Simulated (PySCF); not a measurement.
## Two-component Hartree-Fock for Sb³²⁺ (antimony, charge +32)

Start: [Ar] 3d1; 3d3/2 filled at m_j = +3/2. Calculated with PySCF 2.14 in an uncontracted even-tempered set (16 s from 5.5 bohr⁻², ratio 2.8; 12 p from 7.2 bohr⁻², ratio 2.8; 8 d from 7.2 bohr⁻², ratio 2.8; 3 f from 22 bohr⁻², ratio 3): generalised Hartree-Fock with the X2C-1e Hamiltonian and a Gaussian nucleus; one run each with spin-orbit coupling (SO) switched off, then screened by Boettger's factors.

```csv
spinor shell,electrons,"ε, spin-free (eV)","ε, screened SO (eV)",weight of nominal j (screened SO),"rms radius, screened SO (bohr)"
1s1/2,2,-32260.2,-32257.0,1.000,0.0325
2s1/2,2,-6332.1,-6330.9,1.000,0.131
2p1/2,2,-5847.1,-6026.6,1.000,0.113
2p3/2,4,-5847.1,-5764.8,1.000,0.118
3s1/2,2,-2294.8,-2294.4,1.000,0.326
3p1/2,2,-2129.6,-2173.9,0.999,0.315
3d3/2,1,-1948.1,-1955.6,1.000,0.283
```

Where does 3p3/2 lie, and what is the 3p spin-orbit splitting (screened SO)?

At -2109.1 eV, 64.805 eV above 3p1/2.

| quantity | spin-free | screened SO |
| --- | --- | --- |
| E (hartree) | -5730.24431 | -5732.19076 |
| M_J | 3/2 | 3/2 |
| ⟨J²⟩ | 3.985 | 3.750 |
| ⟨L²⟩ | 6.001 | 6.012 |
| ⟨S²⟩ | 0.750 | 0.762 |

Each row is a mean over spinors that exchange with the open shell spreads, by up to 16.061 eV (3p1/2).

Breit and QED terms are absent; they matter most for the inner s and p1/2 levels.

Densities and radii are taken from the X2C orbitals without a picture-change correction, which distorts them close to the nucleus.

Without spin-orbit coupling the j labels of p, d and f shells carry no meaning; the spin-free column gives the mean over the occupied spinors of each nl shell, and its ⟨J²⟩ belongs to a mixture of degenerate components.
